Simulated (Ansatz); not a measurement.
Pulling the pair apart

The pair of HF (SMILES F, atoms 1–2) and Br2 (SMILES BrBr, atoms 3–4), both closed shells, in one local arrangement (a lower one may exist), relaxed at PBE0-D4/def2-TZVP:

F1  (-0.148, 0.134, -2.010)
H2  (0.146, -0.058, -1.153)
Br3  (0.904, -0.556, 1.114)
Br4  (-0.902, 0.480, 2.048)
(Å)

Br2 is shifted rigidly along the line between the mean atom positions of the two fragments (negative: closer). Counterpoise interaction energies in kJ/mol. Program: Ansatz 0.2.0. Basis: def2-TZVPPD. Cores are frozen in the correlated methods. Filled d shells of the heavier atoms are correlated. The def2 sets are not built for correlating such inner shells, so the correlated values are less sure here.

```csv
shift (Å),PBE-D4,wB97M-V,r2SCAN-D4
-0.24,-9.6,-5.1,-7.8
-0.12,-11.4,-7.7,-9.7
0.00,-11.9,-8.7,-10.2
0.12,-11.5,-8.7,-9.9
0.29,-10.2,-8.0,-8.8
0.61,-7.5,-5.8,-6.3
1.22,-3.6,-2.8,-2.9
2.44,-0.8,-0.7,-0.7
```

What does CCSD(T) give at these shifts? (An estimate is asked for; the value comes from the calculation.)

By the calculation: -2.1, -5.2, -6.6, -7.1, -6.8, -5.3, -2.6, -0.7 kJ/mol. For zero shift, CCSD(T) at an estimated basis limit (MP2 extrapolated from triple and quadruple zeta, plus CCSD(T) − MP2 in triple zeta) gives -8.4 kJ/mol. These are counterpoise interaction energies, counted from the two frozen fragments.

The T1 diagnostic stays at or below 0.008.

For scale, one of the runs: CCSD(T)/def2-TZVPPD, 171 basis functions, launched by `ansatz run in.yaml --threads 4 --pin off --events-out ev --progress --plain --max-ram 9574MiB`. The run took 57 s on 4 CPU threads of an Arm Neoverse V1 (shared host), with 1.6 GiB of host memory at its peak.
